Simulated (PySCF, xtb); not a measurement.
NbSF₂Cl, SMILES [F][Nb]([F])(=[S])[Cl], multiplicity 1.

Harmonic wavenumbers (cm⁻¹) from xtb with GFN2-xTB at its own minimum, in rising order: 119, 125, 139, 168, 189, 342, 448, 482, 512.

### Question
What does B3LYP-D3(BJ)/def2-SVP in PySCF give at its own minimum? (Estimate from the structure and the level; the computed values follow.)

### Answer
133, 142, 165, 195, 198, 424, 584, 709, 730. Paired by order, the mean absolute difference is 84 cm⁻¹ and the zero-point energies are 3.6 and 4.7 kcal/mol.
